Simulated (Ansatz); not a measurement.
B5As5H18⁻, a cluster cut from wurtzite BAs (hydrogen-capped). Total charge -1; doublet. Geometry PBE-D4/def2-SVP, that of the neutral singlet; atoms count from 1.

```xyz
28

As   -1.8327    2.3487   -1.8039
B    -2.3399    1.3272   -0.0983
As   -0.6242    0.4892    0.6858
B    -0.9806   -0.5154    2.4533
As    0.8091   -1.2322    3.1554
B    -0.8476    1.3419   -3.3039
As    0.7344    0.3797   -2.4070
B     0.3739   -0.6884   -0.6962
As    2.0861   -1.4518    0.1303
B     1.9410   -2.4373    1.9305
H    -3.0616    2.9972   -2.4297
H    -1.0586    3.6195   -1.4582
H    -2.8308    2.0863    0.7229
H    -3.0514    0.3949   -0.4487
H     0.3599    1.6291    0.9847
H    -1.4785    0.2530    3.2617
H    -1.6588   -1.4927    2.1652
H     1.6772   -0.0890    3.6781
H     0.6122   -1.9827    4.4670
H    -0.4331    2.0918   -4.1733
H    -1.5976    0.4502   -3.6783
H     1.8784    1.3510   -2.1236
H     1.4426   -0.5072   -3.4258
H    -0.3578   -1.6246   -0.9822
H     3.1168   -0.3270    0.2016
H     2.7954   -2.3394   -0.8872
H     1.2681   -3.4331    1.7000
H     3.0579   -2.6392    2.3797
```

The highest occupied level of the charge -1 doublet lies above zero (up to 2.14 eV). By energy differences it is unbound by 0.37 eV (vertical, to the charge 0 singlet, at PBE-D4/def2-SVP) and held by the finite basis.

Question: Estimate the Mulliken populations from the PBE/def2-SVP orbitals of Ansatz.

Answer: 
```tsv
atom	charge (e)	spin (α − β)
As1	0.25	0.10
B2	-0.21	0.02
As3	0.25	0.06
B4	-0.21	0.02
As5	0.25	0.10
B6	-0.21	-0.03
As7	0.27	0.09
B8	-0.22	-0.07
As9	0.27	0.09
B10	-0.21	-0.03
H11	-0.13	0.16
H12	-0.06	-0.01
H13	-0.05	0.00
H14	-0.05	0.00
H15	-0.09	0.01
H16	-0.05	0.00
H17	-0.05	0.00
H18	-0.06	-0.01
H19	-0.13	0.16
H20	-0.04	0.00
H21	-0.04	0.01
H22	-0.05	0.00
H23	-0.13	0.15
H24	-0.04	0.02
H25	-0.05	0.00
H26	-0.13	0.15
H27	-0.04	0.01
H28	-0.04	0.00
```
Mulliken values and Mayer orders depend strongly on the basis.

Question: Where does the spin sit?

Answer: Summed by element: As 0.45, B -0.10, H 0.65, of 1 unpaired in all. Largest on single atoms: H11 0.16, H19 0.16, H26 0.15.

Question: And the Mayer bond orders between bonded heavy atoms (over 0.3)?

Answer: As1–B2 0.94 (2.05 Å); As1–B6 0.94 (2.06 Å); B2–As3 0.89 (2.06 Å); As3–B4 0.89 (2.06 Å); As3–B8 0.97 (2.07 Å); B4–As5 0.94 (2.05 Å); As5–B10 0.94 (2.06 Å); B6–As7 0.91 (2.06 Å); As7–B8 0.92 (2.05 Å); B8–As9 0.92 (2.05 Å); As9–B10 0.91 (2.06 Å).
